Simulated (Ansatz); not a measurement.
Compare A (`C=C1O[SiH]1OC`) with its isomer B (`COC#CO[SiH3]`).

Program: Ansatz. Geometries: PBE0-D4/def2-TZVP. ΔE: electronic, gas phase. CCSD(T)/CBS adds triple-zeta CCSD(T) − MP2 to the extrapolated MP2 energy (def2 sets, frozen cores). DFT in def2-TZVPP. B3LYP here is the variant with VWN-RPA as its local correlation; programs differ in this. One conformer a species, not always the lowest.

A:

Z-matrix (Å, degrees):
```
Si
O 1 1.614
C 1 1.766 2 122.8
O 1 1.669 2 119.6 3 57.8
H 1 1.477 2 109.8 3 -163.9
C 2 1.413 1 126.8 3 178.7
C 3 1.317 1 169.2 2 -72.5
H 6 1.091 2 108.8 1 -130.9
H 6 1.095 2 111.9 1 -10.7
H 6 1.092 2 109.4 1 110.1
H 7 1.081 3 119.8 1 -5.2
H 7 1.085 3 121.2 1 174.5
```

B:

```xyz
12

C    -2.4530   -0.8753    1.3674
O    -1.5679    0.2376    1.2460
C    -0.5634    0.0322    0.4383
C     0.3651   -0.1338   -0.2972
O     1.3760   -0.3285   -1.1024
Si    2.4877    0.8856   -1.3992
H    -1.9190   -1.7431    1.7625
H    -2.8879   -1.1217    0.3955
H    -3.2340   -0.5684    2.0606
H     3.1457    1.2801   -0.1304
H     1.8009    2.0556   -1.9974
H     3.4500    0.2797   -2.3438
```

Problem. Which is lower in electronic energy at CCSD(T)/CBS, and by how much? (Best estimate.)

Solution. Computed: A, by 242.6 kJ/mol.

Problem. Give E(B) − E(A) in kJ/mol with MP2/def2-TZVPP, B3LYP, r2SCAN-D4, CCSD/def2-TZVPP, PBE-D4, B3LYP-D4, HF/def2-TZVPP. (Estimate.)

Solution. Ansatz gave: MP2/def2-TZVPP 240.4, B3LYP 226.4, r2SCAN-D4 253.8, CCSD/def2-TZVPP 232.2, PBE-D4 242.4, B3LYP-D4 230.5, HF/def2-TZVPP 200.5. None reverses the order clearly.

Largest T1 diagnostic: 0.014.

In def2-TZVPP, CCSD(T) changes the Hartree–Fock value by +36.6 kJ/mol (the triples alone add +4.8 kJ/mol) and MP2 by +39.9 kJ/mol. The D4 term adds +4.1 kJ/mol with B3LYP and +2.0 kJ/mol with PBE0; it sums over pairs of atoms, weighted by their polarisabilities, and B3LYP, whose exchange is more repulsive, gets the larger term.
